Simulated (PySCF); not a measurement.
# Basis and Hamiltonian dependence of the ionisation energy of Tl⁺

Tl⁺ [Xe] 4f14 5d10 6s2 (1S) → Tl²⁺ [Xe] 4f14 5d10 6s1 (2S). Calculated with PySCF 2.14 from differences of total energies of unrestricted determinants, without spin-orbit coupling. Values in eV.

| basis | Hamiltonian | functions | UHF | LDA | PBE0 | MP2 (valence) | CCSD(T) (valence) | CCSD(T) (valence and next inner shell) |
| --- | --- | --- | --- | --- | --- | --- | --- | --- |
| aug-cc-pVDZ-PP with ECP60MDF | ECP | 32 | 18.372 | 20.950 | 20.177 | 18.844 | 19.068 | n/a |
| aug-cc-pVTZ-PP with ECP60MDF | ECP | 55 | 18.368 | 20.985 | 20.193 | 18.911 | 19.107 | n/a |
| def2-TZVPPD with the def2 core potential (60 electrons) | ECP | 56 | 18.362 | 20.985 | 20.195 | 18.912 | 19.111 | 20.193 |
| aug-cc-pVTZ-DK3 | spin-free X2C | 84 | 18.356 | 20.951 | 20.180 | 18.900 | 19.097 | n/a |
| aug-cc-pVQZ-PP with ECP60MDF | ECP | 92 | 18.363 | 20.973 | 20.189 | 18.937 | 19.123 | n/a |
| ANO-RCC-VTZP | spin-free X2C | 93 | 18.365 | 20.960 | 20.185 | 18.899 | 19.088 | 20.211 |
| aug-cc-pwCVTZ-PP with ECP60MDF | ECP | 96 | 18.361 | 20.966 | 20.185 | 18.932 | 19.121 | n/a |
| x2c-TZVPPall with one added diffuse shell each of s, p, d, f type | spin-free X2C | 99 | 18.395 | 21.012 | 20.232 | 18.926 | 19.117 | 20.189 |
| aug-cc-pVQZ-PP with one added diffuse shell each of s, p, d, f, g type with ECP60MDF | ECP | 117 | 18.363 | 20.973 | 20.189 | 18.937 | n/a | n/a |
| aug-cc-pVQZ-DK3 | spin-free X2C | 118 | 18.348 | n/a | n/a | 18.917 | 19.100 | n/a |
| aug-cc-pwCVTZ-DK3 | spin-free X2C | 125 | 18.349 | 20.954 | 20.180 | 18.916 | 19.102 | n/a |
| aug-cc-pwCVTZ-DK3 with one added diffuse shell each of s, d, f type | spin-free X2C | 138 | 18.349 | n/a | n/a | 18.916 | 19.102 | n/a |
| aug-cc-pV5Z-PP with ECP60MDF | ECP | 139 | 18.361 | 20.964 | 20.184 | 18.950 | n/a | n/a |

**Question.** Estimate the row for def2-TZVP with the def2 core potential (60 electrons) (ECP, 50 functions).

**Answer.** From the rows with the same Hamiltonian and similar size; the calculation gives UHF 18.36; MP2 (valence) 18.91; CCSD(T) (valence) 19.11 (eV).

Extrapolation of CCSD(T) (valence) from aug-cc-pVTZ-PP with ECP60MDF and aug-cc-pVQZ-PP with ECP60MDF: the correlation parts are 0.739 and 0.760 eV; with the X⁻³ form and unrounded values, (4³ × 0.760 − 3³ × 0.739)/(4³ − 3³) = 0.775 eV, and adding the Hartree-Fock value 18.363 eV of the larger basis gives 19.138 eV.

Extrapolation of CCSD(T) (valence) from aug-cc-pVTZ-DK3 and aug-cc-pVQZ-DK3: the correlation parts are 0.741 and 0.752 eV; with the X⁻³ form and unrounded values, (4³ × 0.752 − 3³ × 0.741)/(4³ − 3³) = 0.760 eV, and adding the Hartree-Fock value 18.348 eV of the larger basis gives 19.108 eV.

Frozen in the all-electron rows: valence: [Xe] 4f14 5d10; valence and next inner shell: [Kr] 4d10 4f14; with a core potential, the same shells as far as they lie outside it.

Reference for a calculation without spin-orbit coupling: 20.428 eV (measured, between term centres; NIST).
